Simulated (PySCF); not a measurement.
Input of a run (PBE0-D3(BJ)/def2-SVP geometry optimisation, gas phase (PySCF 2.14.0)), started from GFN2-xTB:
```
{"job": {"xc": "PBE0", "basis": "def2-SVP", "d3": "d3bj", "grid": 1, "shake": 0.01, "kind": "geom"}, "charge": 0, "multiplicity": 1}
C     -2.280120    -0.499940    -0.105380
C     -1.632450     0.841750     0.065670
C     -0.332690     1.007690     0.122770
O      0.586150    -0.018450     0.044110
Si     2.162620    -0.070000    -0.011240
O      2.377480    -1.662270    -0.017550
H     -2.983800    -0.661790     0.710890
H     -2.856770    -0.480340    -1.042510
H     -1.563160    -1.264110    -0.119480
H     -2.262080     1.714780     0.155290
H      0.122040     1.988100     0.266810
H      2.686980     0.560670    -1.212870
H      2.727880     0.559650     1.179390
H      3.240750    -2.030800    -0.043670
```

Output (energies in Eh, forces in Eh/bohr):
```
step   0  E = -558.39689811  max force = 0.078156
step   1  E = -558.40805271  max force = 0.016693
step   2  E = -558.40835979  max force = 0.007433
step   3  E = -558.40895874  max force = 0.001608
step   4  E = -558.40903367  max force = 0.002464
step   5  E = -558.40918853  max force = 0.001632
step   6  E = -558.40939776  max force = 0.002876
step   7  E = -558.40971657  max force = 0.003089
step   8  E = -558.41001447  max force = 0.003157
step   9  E = -558.41025650  max force = 0.003013
step  10  E = -558.41045693  max force = 0.004567
step  11  E = -558.41068111  max force = 0.003616
step  12  E = -558.41112781  max force = 0.002289
step  13  E = -558.41180548  max force = 0.006636
step  14  E = -558.41243913  max force = 0.016029
step  15  E = -558.41342813  max force = 0.009233
step  16  E = -558.41457746  max force = 0.006573
step  17  E = -558.41496551  max force = 0.003809
step  18  E = -558.41514865  max force = 0.002259
step  19  E = -558.41520071  max force = 0.000921
step  20  E = -558.41522776  max force = 0.000341
step  21  E = -558.41523786  max force = 0.000452
step  22  E = -558.41524320  max force = 0.000634
step  23  E = -558.41525175  max force = 0.000568
step  24  E = -558.41525949  max force = 0.000275
optimisation converged
```

Q: Summarise the run.

A: The energy falls by 48.2 kJ/mol over 25 energy and gradient evaluations, the largest force component goes from 0.0782 to 2.8e-04 Eh/bohr, and the atoms move by 0.897 Å rms after alignment. The bond that changes most is O4–Si5 (silyl ether oxygen to oxygen-bound silicon), which lengthens by 0.092 Å. Bonds longer at the end by more than 0.005 Å: 10 of 13; shorter: 2. Among the angles that change most is O4–Si5–O6, from 99.6° to 112.6°. Among the dihedrals that turn most is O4–Si5–O6–H14, from 180° to 64°. The energy never rose by more than 1e-6 Eh on the way. The first step brought 61 % of the lowering.

Q: What are the final bond lengths?

A: C1–C2 1.491 Å, C2=C3 1.336 Å, C3–O4 1.358 Å, O4–Si5 1.670 Å, Si5–O6 1.655 Å, C1–H7 1.103 Å, C1–H8 1.103 Å, C1–H9 1.098 Å, C2–H10 1.094 Å, C3–H11 1.098 Å, Si5–H12 1.486 Å, Si5–H13 1.485 Å, O6–H14 0.962 Å. Numbering counts from 1 in the input's order; the species is `C/C=C\O[SiH2]O`.

The run used 128 basis functions and 183 SCF cycles in all.

PBE0-D3(BJ)/def2-SVP frequencies: not computed here. The numbers are those of one conformer.
